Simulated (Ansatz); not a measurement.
Consider the redistribution: `[CH3][GeH2][CH]=O` + `C[SiH2][O][GeH3]` → `C[SiH2][GeH2][CH3]` + `O=C[O][GeH3]`.

Program: Ansatz. Geometries: PBE0-D4/def2-TZVP. ΔE: electronic, gas phase. CCSD(T)/CBS adds triple-zeta CCSD(T) − MP2 to the extrapolated MP2 energy (def2 sets, frozen cores). DFT in def2-TZVPP. For Ge outer-core shells are correlated without core-valence functions, which leaves a few kJ/mol of doubt a bond. Scalar relativity is left out up to krypton. Each species was taken in one conformer, which may not be the lowest.

`[CH3][GeH2][CH]=O`:

Z-matrix (Å, degrees):
```
C
Ge 1 1.944
H 1 1.090 2 110.7
H 1 1.090 2 109.7 3 120.5
H 1 1.090 2 109.8 3 -120.5
C 2 2.006 1 108.3 3 180.0
H 2 1.542 1 112.5 3 -61.1
H 2 1.542 1 112.5 3 61.0
O 6 1.201 2 121.8 1 0.2
H 6 1.117 2 118.6 1 -179.8
```

`C[SiH2][O][GeH3]`:

Cartesian coordinates in Å:
```
C -0.180 -2.040 0.926
Si 0.123 -0.758 -0.384
O -0.095 0.729 0.268
Ge 0.024 2.380 -0.369
H 0.513 -1.913 1.761
H -0.041 -3.044 0.516
H -1.200 -1.967 1.312
H -0.815 -0.954 -1.529
H 1.511 -0.880 -0.920
H -0.310 3.301 0.809
H -0.989 2.538 -1.515
H 1.459 2.608 -0.875
```

`C[SiH2][GeH2][CH3]`:

Z-matrix (Å, degrees):
```
C
Si 1 1.878
H 1 1.092 2 110.8
H 1 1.092 2 110.9 3 -120.1
H 1 1.092 2 110.7 3 119.9
Ge 2 2.382 1 111.1 3 -60.3
H 2 1.491 1 109.8 3 179.5
H 2 1.490 1 110.1 3 61.4
C 6 1.962 2 111.2 1 -57.5
H 6 1.545 2 109.8 1 63.0
H 6 1.543 2 110.6 1 -179.0
H 9 1.090 6 110.3 2 179.6
H 9 1.091 6 110.3 2 59.7
H 9 1.091 6 110.2 2 -60.3
```

`O=C[O][GeH3]`:

```xyz
8

O    -0.344    0.439    1.734
C    -1.020   -0.289    1.056
O    -0.762   -0.600   -0.198
Ge    0.763    0.190   -0.857
H    -1.937   -0.780    1.414
H     1.958   -0.301   -0.041
H     0.578    1.707   -0.824
H     0.764   -0.365   -2.285
```

| level | ΔE (kJ/mol) |
| --- | --- |
| PBE0 | 4.3 |
| MP2/def2-QZVPP | 28.2 |

Problem. What does CCSD(T)/CBS give? (Estimate.)

Solution. Ansatz gave: +26.3 kJ/mol. The listed levels differ from it by -22.0, 1.9 kJ/mol.

Largest T1 diagnostic among the species: 0.015.

In def2-TZVPP, CCSD(T) changes the Hartree–Fock value by −16.7 kJ/mol (the triples alone add −4.5 kJ/mol) and MP2 by −14.9 kJ/mol. From PBE to PBE0 (25 % exact exchange), in def2-TZVPP and without D4, ΔE moves by +6.1 kJ/mol.
